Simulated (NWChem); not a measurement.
Species: C$_{2}$H$_{4}$AlBr; SMILES C=[CH][AlH][Br]

```xyz
8

Al    -0.6344    -0.6576     0.0000
H     -2.1965    -0.8980     0.0000
Br     0.1142     1.4977     0.0000
C      0.6274    -2.1257     0.0000
C      0.1718    -3.3915     0.0000
H      1.7092    -1.9822     0.0000
H      0.8336    -4.2590     0.0000
H     -0.8929    -3.6274     0.0000
```
Atoms are numbered in this order, from 1.

Results from NWChem. Pople sets run with spherical d functions. Structure relaxed at the B3LYP/6-31G* (spherical d) level.

For level B3LYP/6-31G*:

- highest occupied level (eV): -7.73
- orbital gap (eV): 5.93

Task: How do the values read with level B3LYP/3-21G instead?

Result: 
| Quantity | Result |
|---|---|
| highest occupied level (eV) | -7.50 |
| orbital gap (eV) | 5.66 |
